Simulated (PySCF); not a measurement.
Atoms are numbered as in `[PH2:1][SiH2:2]/[N:3]=[CH:4]/[CH:5]1[CH2:6][CH2:7]1`; H(Xn) means a hydrogen on atom n. Ha(C6), Ha(C7) are cis to C4 on the ring; Hb(C6), Hb(C7) are trans to C4 on the ring.

[PySCF 2.14.0 with density-fitted response routines: PBE0/pcSseg-1 with gauge-including orbitals; GFN2-xTB geometry; no relativistic terms; fast rotation and ring inversion assumed for equivalent nuclei; a single conformation; no solvent]

Chemical shifts δ = σref − σ; $^{13}$C and $^{1}$H and $^{29}$Si against TMS; $^{31}$P vs H3PO4; NH3 for $^{15}$N, all at this level.

| atoms | nucleus | count | Hirshfeld charge | δ (ppm) |
| --- | --- | --- | --- | --- |
| H(C4) | $^{1}$H | 1 | 0.04 | ? |
| Si2 | $^{29}$Si | 1 | 0.30 | -42.0 |
| Ha(C6)/Ha(C7) | $^{1}$H | 2 | 0.05 | 0.74 |
| H(P1) | $^{1}$H | 2 | -0.01 | 1.12 |
| P1 | $^{31}$P | 1 | -0.03 | -298.9 |
| N3 | $^{15}$N | 1 | -0.25 | 354.8 |
| H(C5) | $^{1}$H | 1 | 0.05 | 1.77 |
| H(Si2) | $^{1}$H | 2 | -0.09 | 5.50 |
| C5 | $^{13}$C | 1 | -0.04 | ? |
| Hb(C6)/Hb(C7) | $^{1}$H | 2 | 0.06 | ? |
| C4 | $^{13}$C | 1 | 0.07 | 185.2 |
| C6/C7 | $^{13}$C | 2 | -0.08 | ? |

Fill in the missing shifts.

Results:


- C5: 26.8 ppm, three-membered-ring carbon; carbons of three-membered rings are unusually shielded
- C6/C7: 8.6 ppm, three-membered-ring carbon; carbons of three-membered rings are unusually shielded
- H(C4): 7.72 ppm, hydrogen on a C=N carbon
- Hb(C6)/Hb(C7): 0.98 ppm, hydrogen on a three-membered-ring carbon; cyclopropane-type protons are shielded by the ring

Shifts are as computed. Against solution values, carbons near 30 ppm lie about +3 ppm off and those near 130 ppm about +5 ppm. Of 1309 compounds with measured shifts, 239 miss one by over three times the rms of a fit or turn the order of signals round; such compounds aren't used in these exercises. Experimental scales use liquid or dissolved standards, which lie at an offset from isolated NH3 (liquid NH3: subtract about 20 ppm) and H3PO4. Unscaled 15N shifts of sp2 nitrogen come out 20 to 40 ppm too high even then.
